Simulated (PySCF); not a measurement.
# Orbital energies, ionisation energy and electron affinity

C2H4OSSi.
Geometry (PBE0-D3(BJ)/def2-SVP, Å), atoms numbered from 1 in this order:
```xyz
9
C2H4OSSi angstrom
Si    -1.1546   -0.5421    0.0504
O     -0.0252    0.4651   -0.6902
C      1.3072    0.4827   -0.4425
C      1.9614   -0.2773    0.4217
S      2.7576   -1.1638    1.4352
H     -1.1697   -0.3000    1.5230
H     -2.4545   -0.1750   -0.5660
H     -0.8181   -1.9717   -0.2147
H      1.8735    1.2109   -1.0337
```

Level: PBE0/def2-SVPD (PySCF). Frontier orbitals with their largest atomic shares (Löwdin; up to four atoms above 4 %):

| orbital | ε (eV) | main atoms |
| --- | --- | --- |
| HOMO−3 | -9.68 | O2 32 %, Si1 21 %, H7 15 %, S5 9 % |
| HOMO−2 | -9.48 | S5 46 %, C4 31 %, C3 6 %, Si1 5 % |
| HOMO−1 | -9.43 | S5 22 %, O2 21 %, Si1 17 %, C4 14 % |
| HOMO | -6.10 | ? |
| LUMO | -2.78 | S5 41 %, C4 38 %, C3 9 %, O2 5 % |
| LUMO+1 | 0.10 | Si1 39 %, H6 11 %, H8 11 %, H7 10 % |
| LUMO+2 | 0.30 | C4 26 %, C3 26 %, S5 26 %, O2 9 % |

Question: What vertical ionisation energy does ΔSCF give, and how far is −ε(HOMO) from it?

Answer: ΔSCF: 8.16 eV (787 kJ/mol; threshold wavelength 152 nm); ⟨S²⟩ of the doublet left behind is 0.762, against 0.75 for a pure doublet. −ε(HOMO) is 6.10 eV, 2.06 eV below it. For the exact functional −ε(HOMO) would equal the first vertical ionisation energy; PBE0 (global hybrid, 25 % exact exchange) falls short of its own ΔSCF value by 25 %.

Question: On which atoms does the HOMO lie?

Answer: S5 (sulfur bonded to C) 39 %, C4 (central carbon of cumulated double bonds) 21 %, C3 (outer carbon of cumulated double bonds) 21 %, O2 (silyl ether oxygen) 15 %. The HOMO−1 lies 3.33 eV lower.

Question: And the vertical electron affinity, the fundamental gap, Mulliken's electronegativity and the hardness (with the factor ½)?

Answer: EA = 0.91 eV by ΔSCF (−ε(LUMO) = 2.78 eV). IE − EA = 7.25 eV against an orbital gap of 3.32 eV; (IE + EA)/2 = 4.54 eV; (IE − EA)/2 = 3.62 eV. Parr's electrophilicity index (IE + EA)²/[8(IE − EA)] is 1.42 eV.

Question: What total energies stand behind the ΔSCF value?

Answer: E(N) = -840.72625 Eh and E(N − 1) = -840.42636 Eh at the same geometry, 0.29989 Eh apart. With one more electron, E(N + 1) = -840.75951 Eh.

Question: Shift the occupied levels rigidly so that −ε(HOMO) equals the ΔSCF value. What binding energies result?

Answer: The shift is +2.06 eV: HOMO 8.16, HOMO−1 11.49, HOMO−2 11.54, HOMO−3 11.74 eV. A rigid shift is only a rough guide to the deeper ionisations.

Question: What kinetic energy would electrons from this vertical process carry with Lyman-α light (10.199 eV)?

Answer: 10.20 − 8.16 = 2.04 eV.

Isolated species at its PBE0-D3(BJ)/def2-SVP geometry (one conformer only).
